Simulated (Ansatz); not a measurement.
Cost and result for the atomization energy of C2H9BOSi, SMILES `B[SiH2]COC` (14 atoms, 13 bonds).

```xyz
14

B     2.0903    0.1528   -2.1090
Si    0.9398    0.9675   -0.6767
C    -0.2188   -0.2844    0.1386
O    -0.9917    0.3494    1.1279
C    -1.8723   -0.5317    1.7702
H     2.0477   -1.0043   -2.4124
H     2.8675    0.8405   -2.7043
H     0.1358    2.0705   -1.2803
H     1.8271    1.5729    0.3595
H     0.3759   -1.1073    0.5699
H    -0.8625   -0.7433   -0.6308
H    -2.4272    0.0396    2.5152
H    -1.3297   -1.3445    2.2730
H    -2.5818   -0.9778    1.0592
```

Charge 0, multiplicity 1. Geometry: relaxed with PBE0-D4/def2-TZVP. It is one conformer, not always the lowest. Program: Ansatz. All runs use 4 threads of an Arm Neoverse V1 on a shared host. Times are those of one run each, without the atoms' runs, and a repeat can differ threefold. Electronic energies, without spin–orbit coupling; frozen cores. CCSD(T)/CBS adds CCSD(T) − MP2 in def2-TZVPP to the MP2 limit, and its time is that of the two runs behind it. T1 = 0.011. B3LYP takes the VWN-RPA correlation (the form of Gaussian; ORCA's B3LYP/G).

CCSD(T)/CBS is a level of theory with its own doubt, some kJ/mol a heavy atom from the limit and from the frozen cores, so smaller differences don't rank the functionals.

| level | functions | wall time |
| --- | --- | --- |
| PBE-D4/def2-TZVPP (with forces) | 292 | 3.2 s |
| PBE0-D4/def2-TZVPP | 292 | 3.6 s |
| r2SCAN-D4/def2-TZVPP (with forces) | 292 | 6 s |
| B3LYP-D4/def2-TZVPP (with forces) | 292 | 6 s |
| B2PLYP/def2-TZVPP | 292 | 7 s |
| ωB97X-V/def2-TZVPP | 292 | 9.5 s |
| ωB97M-V/def2-TZVPP (with forces) | 292 | 14 s |
| MP2/def2-QZVPP | 568 | 33 s |
| CCSD(T)/def2-TZVPP | 292 | 4.7 min |
| CCSD(T)/CBS(def2) | – | 5.3 min |

Question: What atomization energy does each give, and how far from CCSD(T)/CBS? (An estimate is asked.)

Answer: Ansatz gave: 
| level | atomization (kJ/mol) | difference from CCSD(T)/CBS | per bond |
| --- | --- | --- | --- |
| PBE-D4/def2-TZVPP (with forces) | 4949.4 | 65.7 | 5.1 |
| PBE0-D4/def2-TZVPP | 4890.9 | 7.2 | 0.6 |
| r2SCAN-D4/def2-TZVPP (with forces) | 4903.6 | 19.9 | 1.5 |
| B3LYP-D4/def2-TZVPP (with forces) | 4900.8 | 17.1 | 1.3 |
| B2PLYP/def2-TZVPP | 4841.1 | -42.6 | -3.3 |
| ωB97X-V/def2-TZVPP | 4912.3 | 28.6 | 2.2 |
| ωB97M-V/def2-TZVPP (with forces) | 4904.1 | 20.4 | 1.6 |
| MP2/def2-QZVPP | 4872.1 | -11.6 | -0.9 |
| CCSD(T)/def2-TZVPP | 4771.6 | -112.1 | -8.6 |
| CCSD(T)/CBS(def2) | 4883.7 | 0.0 | 0.0 |

From PBE to PBE0 (25 % exact exchange), in def2-TZVPP and without D4, the atomization energy moves by −54.8 kJ/mol: exact exchange takes away binding that semilocal exchange gives to molecules. The D4 term adds +38.7 kJ/mol with B3LYP and +20.5 kJ/mol with PBE0; it sums over pairs of atoms, weighted by their polarisabilities, and B3LYP, whose exchange is more repulsive, gets the larger term. In def2-TZVPP, CCSD(T) changes the Hartree–Fock value by +1110.7 kJ/mol (the triples alone add +55.2 kJ/mol) and MP2 by +1145.0 kJ/mol; breaking electron pairs costs correlation energy, which Hartree–Fock lacks.
